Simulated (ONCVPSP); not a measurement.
An all-electron radial function and its pseudo partner (germanium (Ge))

Columns: radius, all-electron u(r) and pseudo u(r) of the 3s shell (level -188.44 eV) of germanium in the configuration [Ne] 3s2 3p6 3d10 4s2; PBE, scalar-relativistic, ONCV scheme, ONCVPSP 4.0.1.

```csv
r (bohr),all-electron,pseudo
0.057,0.0605,0.1993
0.115,-0.6699,0.3992
0.172,-0.6912,0.5890
0.230,-0.2560,0.7707
0.288,0.3003,0.9344
0.345,0.7780,1.0712
0.402,1.1202,1.1778
0.460,1.3257,1.2505
0.518,1.4100,1.2841
0.575,1.4061,1.2796
0.632,1.3445,1.2410
0.690,1.2457,1.1727
0.747,1.1306,1.0846
0.805,1.0070,0.9815
0.862,0.8871,0.8746
0.920,0.7717,0.7665
0.977,0.6673,0.6655
1.035,0.5716,0.5711
1.092,0.4881,0.4879
1.150,0.4137,0.4136
1.208,0.3492,0.3491
1.265,0.2946,0.2945
1.322,0.2479,0.2478
1.380,0.2074,0.2073
1.438,0.1730,0.1730
1.495,0.1446,0.1445
```

(1) How many radial nodes do the two functions have?

(2) At about which radius was the pseudo-wave matched?

(3) Where does each function peak?

(4) Is the pseudo-wave norm-conserving?

Answers

(1) The all-electron 3s function has n − l − 1 = 2; the pseudo-wave has 0, since the states of the same l below it are removed with the core.

(2) 1.15 bohr. The columns agree to 0.0005 from 1.03 bohr on; several derivatives are matched, so the curves merge somewhat inside the radius.

(3) Outermost all-electron maximum near 0.52 bohr, pseudo maximum near 0.52 bohr (to the table’s step).

(4) Yes: the ONCV scheme keeps the norm inside the radius equal to the all-electron one, which fixes the energy derivative of the logarithmic derivative at the level.
